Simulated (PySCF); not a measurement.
SMILES C[N]([GeH3])[Si](C)(C)C (GFN2-xTB optimised geometry):

```
22

Si     0.509    -0.209    -1.495
C      2.358    -0.475    -1.125
C     -0.132    -1.603    -2.623
C      0.262     1.478    -2.364
N     -0.390    -0.296     0.000
C      0.201     0.264     1.205
Ge    -2.217    -0.296     0.000
H      2.524    -1.359    -0.518
H      2.791     0.374    -0.607
H      2.907    -0.605    -2.051
H      0.591    -1.837    -3.397
H     -1.056    -1.316    -3.115
H     -0.323    -2.509    -2.058
H      0.654     2.294    -1.764
H      0.760     1.512    -3.328
H     -0.795     1.670    -2.528
H      1.235    -0.061     1.301
H      0.182     1.359     1.211
H     -0.354    -0.085     2.079
H     -2.708    -1.042    -1.191
H     -2.791     1.099     0.000
H     -2.635    -0.957     1.282
```

Calculation: B3LYP/def2-SVP (PySCF).

**Question.** What are the frontier orbital energies and the dipole moment?

**Answer.** HOMO-2 -8.24 eV, HOMO-1 -8.04 eV, HOMO -6.10 eV, LUMO 0.76 eV, LUMO+1 1.49 eV; dipole moment 0.49 D.

On the same geometry PBE/def2-SVP run with PySCF gives HOMO-2 -7.12 eV, HOMO-1 -6.96 eV, HOMO -5.00 eV, LUMO 0.15 eV, LUMO+1 0.89 eV; dipole moment 0.53 D.

Meta-Löwdin charges at B3LYP/def2-SVP: Si1 0.99, C2 -0.55, C3 -0.55, C4 -0.55, N5 -0.62, C6 -0.17, Ge7 0.50, H8 0.11, H9 0.10, H10 0.11, H11 0.11, H12 0.10, H13 0.11, H14 0.10, H15 0.10, H16 0.10, H17 0.10, H18 0.07, H19 0.09, H20 -0.07, H21 -0.10, H22 -0.08.
